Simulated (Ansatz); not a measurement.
Two members of one family (Series W(O)2X2), computed with Ansatz in the gas phase; def2 core potentials for W, no spin–orbit coupling. Names give formal oxidation states. A dash marks a value that wasn't run or was left out as unsound. The structures are stationary points that may keep the symmetry of their start. Remarks come from the PBE and PBE0 runs and from stability tests at other levels; not every state was tested. A HOMO above zero means that the electron is unbound at that level and held by the basis, or that self-interaction error raises the level; the energy of removing that electron tells which.

First: WO2F2 (singlet, charge 0, PBE-D4/def2-SVP geometry).

```xyz
5

W     0.0198    0.0015   -0.0063
O    -1.2056   -1.0165   -0.6426
O    -0.7239    0.8738    1.2702
F     0.5374    1.2141   -1.3360
F     1.3723   -1.0729    0.7147
```

```csv
level,HOMO (eV),LUMO (eV),gap (eV),vertical EA (eV)
PBE-D4/def2-SVP,-8.04,-3.42,4.62,–
PBE-D4/def2-TZVPD,-8.19,-3.61,4.59,0.38
r2SCAN-D4/def2-TZVP,-8.55,-3.52,5.03,–
PBE0-D4/def2-TZVPD,-9.83,-2.87,6.96,0.69
HSE06-D4/def2-TZVP,-9.41,-3.23,6.18,–
```

Metal–donor distances: 2 × O 1.71 Å, 2 × F 1.87 Å. Remarks: HOMO above zero (-1 doublet).

Second: WO2(OH)2 (singlet, charge 0, PBE-D4/def2-SVP geometry).

```
atom   x (Å)   y (Å)   z (Å)
  W1   0.164  -0.287   0.000
  O2   1.248  -0.835  -1.227
  O3   0.090  -1.504   1.221
  O4  -1.574  -0.056  -0.734
  H5  -1.804  -0.127  -1.678
  O6   0.847   1.326   0.737
  H7   1.029   1.484   1.681
```

Q: Estimate the same table for the second.

A: 
| level | HOMO (eV) | LUMO (eV) | gap (eV) | vertical EA (eV) |
| --- | --- | --- | --- | --- |
| PBE-D4/def2-SVP | -7.16 | -2.42 | 4.74 | – |
| PBE-D4/def2-TZVPD | -7.38 | -2.64 | 4.73 | 0.10 |
| r2SCAN-D4/def2-TZVP | -7.67 | -2.46 | 5.21 | – |
| PBE0-D4/def2-TZVPD | -8.97 | -1.85 | 7.12 | 0.01 |
| HSE06-D4/def2-TZVP | -8.52 | -2.16 | 6.36 | – |

Metal–donor distances: 4 × O 1.73 to 1.90 Å. Remarks: HOMO above zero (-1 doublet).
